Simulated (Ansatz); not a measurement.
MoNF₃. Total charge 0; triplet. Geometry PBE-D4/def2-SVP, that of the neutral singlet; atoms count from 1.

```xyz
5

Mo    0.011   -0.029    0.032
N    -0.387    1.040   -1.149
F    -0.206    0.911    1.614
F     1.769   -0.494   -0.324
F    -1.187   -1.428   -0.173
```

In the def2 sets Mo takes a core potential; there is no spin–orbit coupling. At PBE0-D4/def2-TZVP a singlet of charge 0 lies 3.64 eV below the triplet at the same geometry.

(1) Estimate the Mulliken populations from the PBE0/def2-TZVP orbitals of Ansatz.

(2) Where does the spin sit?

(3) And the Mayer bond orders between heavy atoms (over 0.3)?

Answers

(1) 
| atom | charge (e) | spin (α − β) | d electrons |
| --- | --- | --- | --- |
| Mo1 | 1.71 | 0.96 | 3.79 |
| N2 | -0.37 | 0.84 | – |
| F3 | -0.44 | 0.08 | – |
| F4 | -0.45 | 0.06 | – |
| F5 | -0.45 | 0.06 | – |
Mulliken values depend strongly on the basis.

(2) Summed by element: Mo 0.96, N 0.84, F 0.21, of 2 unpaired in all. Largest on single atoms: Mo1 0.96, N2 0.84, F3 0.08.

(3) Mo1–N2 2.00 (1.64 Å); Mo1–F3 0.86 (1.85 Å); Mo1–F4 0.84 (1.85 Å); Mo1–F5 0.84 (1.85 Å).
